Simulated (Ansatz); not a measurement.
Saddle point of CH6BrGa, singlet (CH₅Ga ([CH3][GaH2]) + HBr → GaH₂Br ([GaH2][Br]) + CH₄; bonds formed: C2–H5; dative contacts that become bonds: Ga1–Br6; bonds broken: Ga1–C2, H5–Br6), PBE0-D4/def2-TZVP structure:

| atom | x (Å) | y (Å) | z (Å) |
| --- | --- | --- | --- |
| Ga1 | -1.1498 | 0.0498 | 0.0188 |
| C2 | 0.8569 | 0.5741 | -0.1551 |
| H3 | -1.8429 | -0.1580 | -1.3599 |
| H4 | -1.7706 | 0.4714 | 1.3830 |
| H5 | 0.4946 | -0.9665 | 0.2103 |
| Br6 | -0.1123 | -2.4000 | 0.5547 |
| H7 | 0.6115 | 1.6223 | -0.3803 |
| H8 | 1.4290 | 0.2083 | -1.0094 |
| H9 | 1.4837 | 0.5986 | 0.7381 |

Energies are electronic, without zero-point energy. Barriers and step energies count from the start structure reached by relaxing down the imaginary mode; all methods use the PBE0-D4 structures, on which another method's saddle can fall below an end. Program: Ansatz 0.2.0. Basis: def2-TZVPP, with def2-QZVPP for the basis limit. Cores are frozen in the correlated methods. Filled d shells of the heavier atoms are correlated. The def2 sets are not built for correlating such inner shells, so the correlated values are less sure here. B3LYP uses VWN-RPA correlation. Extrapolation: Hartree–Fock as exp(−7.88 √X), correlation as X^−2.97.

| method | barrier (eV) | step energy (eV) |
| --- | --- | --- |
| SPW92 | -0.019 | -1.356 |
| PBE-D4 | 0.177 | -1.477 |
| BLYP-D4 | 0.321 | -1.524 |
| r2SCAN-D4 | 0.221 | -1.549 |
| B97M-V | 0.413 | -1.552 |
| PBE0-D4 | 0.284 | -1.529 |
| B3LYP-D4 | ? | -1.562 |
| r2SCAN0-D4 | 0.308 | -1.580 |
| BHLYP-D4 | 0.531 | -1.634 |
| CAM-B3LYP-D4 | 0.463 | -1.537 |
| wB97X-V | 0.479 | -1.526 |
| wB97M-V | ? | -1.512 |
| B2PLYP | 0.429 | -1.568 |
| PBE-QIDH | 0.369 | -1.550 |
| RPA on PBE | 0.502 | -1.420 |
| HF | ? | -1.815 |
| MP2 | 0.388 | -1.500 |
| CCSD | 0.555 | -1.512 |
| CCSD(T) | 0.471 | -1.485 |

**Question.** Fill in the withheld barriers. (Judge from chemistry; the value comes from the calculation.)

**Answer.** By the calculation: wB97M-V 0.455; B3LYP-D4 0.396; HF 0.873 eV. Each is the energy of the saddle less that of the start structure, by the same method.

For comparison, the barrier by CCSD(T) at an estimated basis limit (MP2 extrapolated from triple and quadruple zeta, plus CCSD(T) − MP2 in triple zeta) is 0.431 eV.

T1 diagnostic: at most 0.011. The start structure is not quite a true minimum (one mode of 39i cm⁻¹). The end structure is not quite a true minimum (one mode of 62i cm⁻¹).

Labels in which every atom is bracketed show which atoms are joined, not bond orders.

For scale, one of the runs: CCSD(T)/def2-TZVPP, 211 basis functions, launched by `ansatz run in.yaml --threads 4 --pin off --events-out ev --progress --plain --max-ram 9574MiB`. Time: 110 s of wall clock on 4 CPU threads of an Arm Neoverse V2; the host was shared. Peak host memory: 2.9 GiB.
